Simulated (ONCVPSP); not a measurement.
## Before and after: ONCV potential for Fe

```json
{"Element": "iron", "Generator": "ONCVPSP 4.0.1", "Type": "optimised norm-conserving Vanderbilt (ONCV)", "Functional": "PBE", "Relativity": "fully relativistic", "Frozen core": "[Ar]", "Valence charge": "8", "Reference configuration": "3d6 4s1 (charge +1)", "Partial waves": "4s: rc 2.30 bohr, ncon 5, nbas 9, qcut 2.8 1/bohr, 2 projectors, debl 3.8 Ha; p scattering state at 0.19 Ha: rc 2.00 bohr, ncon 4, nbas 9, qcut 4.8 1/bohr, 2 projectors, debl 1.8 Ha; 3d: rc 1.90 bohr, ncon 4, nbas 8, qcut 6.7 1/bohr, 2 projectors, debl 3.2 Ha", "Local potential": "polynomial inside 1.55 bohr (lpopt 5, dvloc0 -1 Ha)", "Core correction": "polynomial model core, fcfact 0.55"}
```

Open shells are filled in proportion to 2j + 1.

In the p channel the program set the typed energies aside and used 0.050, 1.850 Ha (j = l + 1/2; the other j can differ).

Change: core correction polynomial model core, fcfact 0.4.

Cutoffs: the cutoffs (Ha) at which the residual kinetic energy of the hardest occupied pseudo-wave falls to 1 and 0.1 mHa per electron; they do not see the model core or the augmentation charge, which bear on the density cutoff. Errors are all-electron minus pseudo energies relative to the spin-unpolarised reference configuration.

Task: How do hardness, ghosts and transferability respond?

Result: The potential gets neither clearly harder nor softer (23 Ha and 62 Ha → 23 Ha and 62 Ha); both files keep a bound ghost (p); of the 4 tests that both files solve, the error grows in 2 and shrinks in 1 by more than 15 % and 0.3 meV (median size 7.2 → 6.7 meV). A model core, the more so a compact one, raises the density cutoff, which this test does not measure.

| quantity | base | changed |
| --- | --- | --- |
| cutoff, loose | 23 Ha | 23 Ha |
| cutoff, tight | 62 Ha | 62 Ha |
| bound ghosts | p1/2 | p1/2 |
| GHOST(+) flags under 300 eV | s at 65.9 eV, p3/2 at 88.7 eV | s at 65.9 eV, p3/2 at 88.7 eV |
| error for 3d6 4s2, meV [ΔE -8.73 eV] | -2.4 | -2.0 |
| error for 3d6 4s0, meV [ΔE 16.20 eV] | -12 | -11 |
| error for 3d5 4s0, meV [ΔE 50.43 eV] | +35 | +42 |
| error for 3d6.5 4s1.5, meV [ΔE -9.46 eV] | +1.9 | +2.2 |
| s: phases at 2.33 bohr within 0.05 rad from the reference energy up to (Ha; the scan ends near 5) | 2.0 | 2.0 |
| p3/2: phases at 2.03 bohr within 0.05 rad from the reference energy up to (Ha; the scan ends near 5) | 2.9 | 2.9 |
| p1/2: phases at 2.03 bohr within 0.05 rad from the reference energy up to (Ha; the scan ends near 5) | 4.3 | 4.3 |
| d5/2: phases at 1.93 bohr within 0.05 rad from the reference energy up to (Ha; the scan ends near 5) | to the end of the scan | to the end of the scan |
| d3/2: phases at 1.93 bohr within 0.05 rad from the reference energy up to (Ha; the scan ends near 5) | to the end of the scan | to the end of the scan |
| rms error of d²Exc/dni dnj with the model core, mHa | 3.60 | 5.02 |

Base: The cutoffs count occupied waves only; projector 2 of the p channel, the hardest unoccupied one, needs 75 Ha at the loose tolerance. Changed file: The cutoffs count occupied waves only; projector 2 of the p channel, the hardest unoccupied one, needs 75 Ha at the loose tolerance. A true bound ghost makes a file unfit for plane-wave use even where its test errors are small: the radial tests pick states by their node count and pass the ghost by.
